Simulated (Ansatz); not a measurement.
Reaction (redistribution): `B[SiH](F)F` + `CO[SiH](F)S[SiH2]Cl` → `F[SiH](F)S[SiH2]Cl` + `B[SiH](F)OC`

Program: Ansatz. Geometries: PBE0-D4/def2-TZVP. ΔE: electronic, gas phase. CBS: MP2 limit from def2 TZ/QZ plus the TZ coupled-cluster correction, frozen cores. Functionals use def2-TZVPP. B3LYP here is the variant with VWN-RPA as its local correlation; programs differ in this. Each species was taken in one conformer, which may not be the lowest.

```
             level  ΔE (eV)
          B3LYP-D4     0.03
           ωB97M-V     0.03
            B2PLYP     0.03
               PBE     0.01
            r2SCAN     0.02
     HF/def2-TZVPP     0.04
     HF/def2-QZVPP     0.04
SCS-MP2/def2-QZVPP     0.04
```

Question: What does CCSD(T)/CBS give? (An estimate is asked.)

Answer: Computed: +0.04 eV. The listed levels differ from it by -0.01, -0.01, -0.01, -0.03, -0.02, 0.00, 0.00, 0.00 eV.

Largest T1 diagnostic among the species: 0.012.
